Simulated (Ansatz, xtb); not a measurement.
Two isomers of C4H7BN2Si

Structure X is `Bc1cc([SiH3])ncn1`, a singlet and structure Y is `Bc1ncc([SiH3])cn1`, a singlet. Both are isolated molecules in the gas phase, relaxed with B3LYP-D3(BJ)/def2-SVP; the shapes shown needn't be the lowest conformers.

X (Å):

```xyz
15

C    -0.3477    2.0192   -1.2653
C    -0.8490    0.8307   -0.7040
C     0.0072    0.0387    0.0775
C     1.6778    1.5649   -0.2913
B    -1.2376    2.9542   -2.1464
N     1.2804    0.4209    0.2779
N     0.9419    2.3759   -1.0438
Si   -0.4920   -1.5925    0.9137
H    -2.3874    2.6516   -2.3498
H    -0.7748    3.9603   -2.6120
H    -1.8866    0.5360   -0.8775
H    -1.9191   -1.8857    0.5933
H     0.3745   -2.6908    0.4060
H    -0.3239   -1.4610    2.3868
H     2.7197    1.8601   -0.1161
```

Y (Å):

```yaml
atoms:
  - { symbol: C, position_ang: [-0.7160, 0.4276, -2.1355] }
  - { symbol: C, position_ang: [-1.0752, 0.1697, 0.1171] }
  - { symbol: C, position_ang: [0.0509, 0.9519, 0.4300] }
  - { symbol: C, position_ang: [0.7545, 1.4341, -0.6882] }
  - { symbol: B, position_ang: [-1.1608, 0.1315, -3.6110] }
  - { symbol: N, position_ang: [-1.4570, -0.0900, -1.1298] }
  - { symbol: N, position_ang: [0.3878, 1.1842, -1.9417] }
  - { symbol: Si, position_ang: [0.5662, 1.3367, 2.2040] }
  - { symbol: H, position_ang: [-0.5160, 0.5784, -4.5221] }
  - { symbol: H, position_ang: [-2.1402, -0.5373, -3.8086] }
  - { symbol: H, position_ang: [-1.6904, -0.2682, 0.9141] }
  - { symbol: H, position_ang: [0.1471, 0.2120, 3.0859] }
  - { symbol: H, position_ang: [-0.0885, 2.5922, 2.6723] }
  - { symbol: H, position_ang: [2.0444, 1.5122, 2.2530] }
  - { symbol: H, position_ang: [1.6574, 2.0452, -0.5595] }
```

Quicker runs give these differences E(Y) − E(X): GFN2-xTB −0.004 eV; HF/STO-3G −0.030 eV (at GFN2-xTB geometries); r2SCAN-D4/def2-SVP −0.036 eV (at GFN2-xTB geometries).

Question: Estimate E(Y) − E(X) at the level CCSD(T)/def2-SVP + ΔMP2/def2-TZVPP.

Answer: CCSD(T)/def2-SVP + ΔMP2/def2-TZVPP gives E(Y) − E(X) = −0.007 eV, slightly favouring structure Y, which is too small a margin to settle the true order.

How the difference moves with the method:

```
                             level               geometry  E(Y) − E(X) (eV)  departure from the last row (eV)  job, with rough time for the two
                          GFN2-xTB               GFN2-xTB              −0.004                            +0.004              optimisation, 0.16 s
                         HF/STO-3G               GFN2-xTB              −0.030                            −0.023              single point, 0.56 s
                r2SCAN-D4/def2-SVP               GFN2-xTB              −0.036                            −0.028               single point, 4.6 s
             B3LYP-D3(BJ)/def2-SVP  B3LYP-D3(BJ)/def2-SVP              +0.003                            +0.010                optimisation, 82 s
                       HF/def2-SVP  B3LYP-D3(BJ)/def2-SVP              −0.035                            −0.027           part of the CCSD(T) run
                      MP2/def2-SVP  B3LYP-D3(BJ)/def2-SVP              +0.011                            +0.018           part of the CCSD(T) run
                  CCSD(T)/def2-SVP  B3LYP-D3(BJ)/def2-SVP              −0.001                            +0.006                      single point
CCSD(T)/def2-SVP + ΔMP2/def2-TZVPP  B3LYP-D3(BJ)/def2-SVP              −0.007                                                  single point, 91 s
```

As drawn, both hold the same kinds of bond in the same numbers.

The largest departure from CCSD(T)/def2-SVP + ΔMP2/def2-TZVPP is that of r2SCAN-D4/def2-SVP, 0.028 eV. A small imaginary or near-zero mode remains, so no thermal terms are given. The last row adds to CCSD(T) the change of the MP2 difference between the two basis sets, here −0.006 eV.

The correlated steps freeze 12 core orbitals. Programs: Ansatz 0.2.0, xtb 6.7.1; the last row on 2 threads of Intel(R) Xeon(R) 6975P-C (Granite Rapids) on a shared host.
